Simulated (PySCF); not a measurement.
A calculated (PBE0, PySCF 2.14, aug-cc-pwCVTZ-DK with one added diffuse shell each of s, p, d, f, g type, scalar relativity by spin-free X2C-1e) atom or ion has these occupied shells.

```csv
shell,electrons,orbital energy (eV),"rms radius, mean of both spins (bohr)"
1s β,1,-6461.0,0.0703
1s α,1,-6461.0,0.0703
2s α,1,-751.47,0.303
2s β,1,-750.14,0.303
2p α,3,-634.65,0.274
2p β,3,-633.53,0.274
3s α,1,-85.541,0.924
3s β,1,-81.820,0.924
3p α,3,-53.113,1.00
3p β,3,-49.073,1.00
3d α,5,-3.850,2.01
3d β,2,-1.541,2.01
```

(1) Name the element and its charge.

## Answers

(1) Mn (manganese, neutral), in [Ar] 3d7, high-spin 4F determinant (an excited configuration).
